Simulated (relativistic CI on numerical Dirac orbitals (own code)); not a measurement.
# Ligand-field terms of d5

Computed with a parametric ligand-field model of a d^n configuration (Racah B and C, spin-orbit zeta, crystal field), exact diagonalisation.

Field parameters in Wybourne normalisation: Oh B⁴₀ = 21Dq, B⁴₄ = √(5/14) B⁴₀. The field is a parameter set, without covalency.

Question: Ground term and bands for B = 410, C = 1690, ζ = 0 cm⁻¹, Oh, 10Dq = 6970 cm⁻¹?

Answer: Ground term 6A1 with 2.00 electrons in the two orbitals of the cubic e set. Spin-allowed: none. Lowest spin-forbidden: 4T1 6883 cm⁻¹ (1453 nm), 2T2 7491 cm⁻¹ (1335 nm), 4T2 9459 cm⁻¹ (1057 nm). A high-spin d5 ion has no spin-allowed d-d band, hence its pale colour.

Question: Ground term and bands for B = 410, C = 1690, ζ = 0 cm⁻¹, Oh, 10Dq = 17630 cm⁻¹?

Answer: Ground term 2T2 with 0.04 electrons in the two orbitals of the cubic e set. Spin-allowed: 2A2 15476 cm⁻¹ (646 nm), 2T1 15622 cm⁻¹ (640 nm), 2T2 16727 cm⁻¹ (598 nm), 2E 17650 cm⁻¹ (567 nm). Lowest spin-forbidden: 4T1 9563 cm⁻¹ (1046 nm), 4T2 12647 cm⁻¹ (791 nm), 6A1 13152 cm⁻¹ (760 nm).

Question: Ground term and bands for B = 410, C = 1690, ζ = 0 cm⁻¹, Oh, 10Dq = 6150 cm⁻¹?

Answer: Ground term 6A1 with 2.00 electrons in the two orbitals of the cubic e set. Spin-allowed: none. Lowest spin-forbidden: 4T1 7671 cm⁻¹ (1304 nm), 2T2 9033 cm⁻¹ (1107 nm), 4T2 10116 cm⁻¹ (989 nm). A high-spin d5 ion has no spin-allowed d-d band, hence its pale colour.

Question: Ground term and bands for B = 410, C = 1690, ζ = 0 cm⁻¹, Oh, 10Dq = 7790 cm⁻¹?

Answer: Ground term 6A1 with 2.00 electrons in the two orbitals of the cubic e set. Spin-allowed: none. Lowest spin-forbidden: 2T2 5938 cm⁻¹ (1684 nm), 4T1 6090 cm⁻¹ (1642 nm), 4T2 8766 cm⁻¹ (1141 nm). A high-spin d5 ion has no spin-allowed d-d band, hence its pale colour.

Question: Ground term and bands for B = 410, C = 1690, ζ = 0 cm⁻¹, Oh, 10Dq = 10250 cm⁻¹?

Answer: Ground term 6A1 with 2.00 electrons in the two orbitals of the cubic e set. Spin-allowed: none. Lowest spin-forbidden: 2T2 1227 cm⁻¹, 4T1 3691 cm⁻¹ (2709 nm), 4T2 6559 cm⁻¹ (1525 nm). A high-spin d5 ion has no spin-allowed d-d band, hence its pale colour.
